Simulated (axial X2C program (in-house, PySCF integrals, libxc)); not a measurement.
What spin–orbit coupling does to GeC

Computed with an in-house relativistic program for diatomic molecules. Spin-free means the one-electron spin-free X2C Hamiltonian; two-component (2c) means X2C with spin–orbit coupling and atomic mean-field two-electron Coulomb and Gaunt terms, so the difference of the two also holds small scalar two-electron terms. Basis: Ge dyall-cv3z [9s9p7d4f1g], C dyall-v3z [7s6p2d1f] (cores contracted in-house); Gaussian nuclei, density fitting, unrestricted open shells. Masses: Ge 73.921 u, C 12.000 u.

Spin-free state: M_S = 1, Λ = 1 (beyond evenly filled blocks: σα, π+α, π+β, π-α); fragments Ge + C.

| level | Re (Å) | ωe (cm⁻¹) | De (eV) | μ (D) |
| --- | --- | --- | --- | --- |
| PBE0 | 1.791 | 818.0 | 3.777 | -1.93 |
| HF | 1.865 | 671.7 | 2.040 | -1.15 |
| CCSD | 1.804 | 809.0 | 3.283 | n/a |
| CCSD(T) | 1.804 | 823.7 | 3.506 | n/a |
| BP86 | 1.810 | 786.5 | 4.160 | -1.96 |

Correlated methods: 8 electrons correlated (number of frozen shells: Ge 3 s, 2 p, 1 d; C 1 s), 210 virtual spin orbitals or spinors in MP2, 90 natural virtuals in coupled cluster.

Dipoles are positive if C is the positive end.

Two-component determinant lowest at the distance of the search:

Ω = 2 (⟨Sz⟩ = 1.00, ⟨Lz⟩ = 1.00 at HF); fragments Ge + C.

```tsv
level	Re (Å)	ωe (cm⁻¹)	μ (D)
PBE0	1.792	812.2	-1.91
HF	1.867	669.8	-1.16
CCSD	1.805	803.7	n/a
CCSD(T)	1.806	818.8	n/a
BP86	1.810	783.9	-1.95
```

(1) From the two tables, how do the constants change at the CCSD(T) level (2c against spin-free)?

The state is one determinant whose occupation by symmetry is held fixed; it was picked as the lowest of a PBE0 search that is not exhaustive. Dissociation energies refer to the lowest single-determinant-based atoms at the same level and basis. De is not given where an atomic determinant may have missed its ground term or J level, or where the truncated virtual space spoils (T). Density functionals use the spin component along the axis (collinear). CCSD and (T) use frozen natural virtuals with an MP2 correction for the truncation; (T) itself is uncorrected, so its De runs slightly low. PBE0 can misorder states that lie within some tenths of an eV, so this need not be the ground state of the molecule. The nearest other spin-free determinant of the search, M_S = 1, Λ = 0, lies 0.30 eV up at the distance of the search. The functionals have no current-density term, which raises determinants with orbital currents, atoms included. With several unpaired electrons one determinant need not be a pure state. Open-shell Ω = 0 determinants with evenly filled partner blocks cannot be reached by this program, so the Ω shown need not be the lowest component. The determinant is spin-polarised beyond a pure state at some levels (its spin-free form has ⟨S²⟩ too high), which makes Re and μ there less reliable. The T1 diagnostic is large, a sign of multireference character. With the outer-core shells frozen, correlated bond lengths of heavy atoms tend to come out a few hundredths of an ångström too long.

Answers

(1) At the CCSD(T) level Re increases by 0.002 Å and ωe falls by 4.9 cm⁻¹.
